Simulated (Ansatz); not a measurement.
Basis sets compared for Sn9H16, a cluster cut from cubic tin. Total charge 0; singlet. Geometry PBE-D4/def2-SVP. Ansatz on 2 threads of AMD EPYC 7R13 on a shared host and a share (18 GiB) of an NVIDIA H100 80GB HBM3; times are rough, and most runs start from earlier orbitals.

```xyz
25

Sn    2.716   -0.907   -1.620
Sn   -1.364    0.959   -2.838
Sn   -1.217   -2.688   -0.046
Sn    1.585   -0.475    2.845
Sn   -2.496    1.394    1.630
Sn    0.018   -1.421   -2.239
Sn    2.966    0.681    0.686
Sn   -1.442    2.695   -0.628
Sn   -1.107   -0.989    2.198
H     3.508   -0.153   -2.970
H     3.524   -2.419   -1.340
H    -0.635    1.746   -4.204
H    -2.994    0.563   -3.288
H    -0.417   -4.190    0.302
H    -2.869   -3.063   -0.430
H     2.358   -1.975    3.258
H     1.680    0.547    4.246
H    -4.161    1.009    1.320
H    -2.465    2.448    3.010
H    -0.047   -2.470   -3.630
H     4.643    0.887    1.090
H     2.313    2.256    0.369
H    -2.392    4.099   -1.006
H     0.166    3.239   -0.272
H    -1.869   -1.772    3.556
```

In the def2 sets Sn takes a core potential; there is no spin–orbit coupling. Single mean-field runs in def2-TZVP are fitted with def2-universal-jkfit.

Binding counts from free atoms (Sn triplet, H doublet) in the same basis, without a counterpoise term.

| level | functions | energy (Eh) | HOMO (eV) | LUMO (eV) | binding per atom (eV) | wall time |
| --- | --- | --- | --- | --- | --- | --- |
| PBE-D4/def2-SVP | 314 | -1938.3444 | -6.16 | -2.37 | 2.36 | 4.3 s |
| PBE0-D4/def2-SVP | 314 | -1938.4618 | -7.03 | -1.59 | 2.36 | 8.5 s |

Q: Estimate the rows for PBE-D4/def2-TZVP, PBE0-D4/def2-TZVP (with forces).

A: 
| level | functions | energy (Eh) | HOMO (eV) | LUMO (eV) | binding per atom (eV) | wall time |
| --- | --- | --- | --- | --- | --- | --- |
| PBE-D4/def2-TZVP | 546 | -1938.4189 | -6.21 | -2.50 | 2.37 | 6.5 s |
| PBE0-D4/def2-TZVP (with forces) | 546 | -1938.5269 | -7.05 | -1.69 | 2.38 | 12 s |
